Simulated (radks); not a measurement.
The nuclear charge of the ytterbium ion Yb2+ is varied continuously with 68 electrons held in [Xe] 4f14. All-electron calculation, Dirac Kohn-Sham, PBE, spin-unpolarised, spherical densities, finite nucleus; Fermi nuclear charge, rms radius 5.3108 fm. Program: a radial shooting solver on a logarithmic mesh with Libxc functionals. By the Hellmann-Feynman theorem dE/dZ = E(electron-nucleus)/Z, the electronic potential at the nucleus (averaged over a nucleus of fixed radius).

Z      E (hartree)  E(electron-nucleus)/Z (hartree)   HOMO  e(HOMO) (eV)  <r> HOMO (bohr)
69.5   -13825.6023                         -493.260  4f7/2        -9.332           0.8394
69.75  -13949.2575                         -495.982  4f7/2       -13.027           0.8125
70     -14073.5932                         -498.703  4f7/2       -17.033           0.7902
70.25  -14198.6092                         -501.425  4f7/2       -21.305           0.7708
70.5   -14324.3057                         -504.148  4f7/2       -25.813           0.7535
70.75  -14450.6833                         -506.873  4f7/2       -30.540           0.7378
71     -14577.7427                         -509.602  4f7/2       -35.470           0.7234

The central difference of E at Z = 70 is -498.703 hartree, to compare with the third column; the second derivative is -10.9 hartree.
